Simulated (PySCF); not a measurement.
Structure from 2D NMR

Compound of formula C$_{5}$H$_{7}$F$_{3}$N$_{2}$. Correlations simulated from computed shifts and the bond graph:

HSQC (one-bond C–H):
```tsv
δH	δC
6.67	141.7
2.06	27.2
1.72	19.1
```

HMBC (two and three bonds, from the bond graph):
```tsv
δH	δC
6.67	127.0
2.06	162.8, 19.1
1.72	162.8, 27.2
```

Carbons without hydrogens: δ 162.8, 127.0.

No solvent, one conformer, relativity neglected, averaged over atoms made equivalent by symmetry, fast rotation or ring inversion. GIAO CAM-B3LYP/pcSseg-1 shieldings; structure optimised with PBE0-D3(BJ)/def2-SVP; PySCF.

Scale: TMS for $^{1}$H, $^{13}$C (reference shieldings calculated alike).

Exchangeable hydrogens are left out of these lists.

**Question.** Which molecule is this?

**Answer.** `CC(C)=N/N=C/C(F)(F)F`.

Atom-mapped SMILES (the numbers label the heavy atoms): `[CH3:1][C:2]([CH3:3])=[N:4]/[N:5]=[CH:6]/[C:7]([F:8])([F:9])[F:10]` (H(Xn): hydrogen on atom n).

- δC 162.8 is C2, a C=N carbon.
- δC 141.7 is C6, a C=N carbon (δH 6.67).
- δC 127.0 is C7, a CF3 carbon.
- δC 27.2 is C3, a methyl carbon (δH 2.06).
- δC 19.1 is C1, a methyl carbon (δH 1.72).
- HMBC from δH 6.67 reaches the proton-free carbon C7.
- HMBC from δH 2.06 reaches the proton-free carbon C2.
- HMBC from δH 1.72 reaches the proton-free carbon C2.

The shifts were computed for this structure.

Shifts are as computed, not scaled to solution data. Of 1313 compounds with measured shifts, 239 miss one by over three times the rms of a fit or turn the order of signals round; such compounds aren't used in these exercises.
